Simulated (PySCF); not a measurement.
# Multinuclear NMR of CF3CHF2

Bonds (- single, = double, # triple, : aromatic): F1-C2 1.341 Å, C2-F3 1.341 Å, C2-C4 1.550 Å, C4-F5 1.325 Å, C4-F6 1.334 Å, C4-F7 1.334 Å. C2 carries H8.

- spin–spin couplings from B3LYP/pcJ-1
- structure optimised with GFN2-xTB
- PBE0/pcSseg-1 with gauge-including orbitals
- run in PySCF 2.14.0 with density-fitted response routines
- one computed conformer, gas phase, averaged over atoms made equivalent by symmetry, fast rotation or ring inversion, no relativistic terms

**Question.** Predict the 19F NMR data.

**Answer.** 
| atoms | environment | σ (ppm) | δ (ppm) |
| --- | --- | --- | --- |
| F5/F6/F7 | fluorine of a CF3 group | 271.1 | -84.0 |
| F1/F3 | fluorine of a CF2 group | 328.2 | -135.6 |

Shieldings were converted by a linear fit to measured shifts: 19F: δ = 146.13 − 0.903σ +14.6 on sp3 carbon (rms 6.0 ppm, 223 shifts, 7.0 ppm with the 5 outliers that the fit left out vs CFCl3, solution or neat liquid). A few per cent of atoms miss by over 2 rms, more outside the fitted compound classes. Couplings are scaled by factors fitted to measured values: 1J(C,F) × 0.77 (rms 8.7 Hz), 2J(C,F) × 1.14 (rms 1.9 Hz, 10.1 with 1 outliers); all others are unscaled and can be 10–30 % off.

Couplings (the largest are listed; each averaged over equivalent pairs): 1J(C4,F5) = -274.8 Hz, 1J(F1,C2) = -245.7 Hz, 2J(F1,F3) = 279.6 Hz, 2J(F5,F6) = 68.7 Hz, 2J(F1,H8) = 58.0 Hz, 2J(C2,F5) = 49.7 Hz, 2J(F1,C4) = 35.3 Hz, 3J(F1,F5) = -7.0 Hz, 3J(F5,H8) = 3.3 Hz.

On a 600 MHz spectrometer 19F resonates near 564.6 MHz, so 1 ppm is 564.6 Hz.
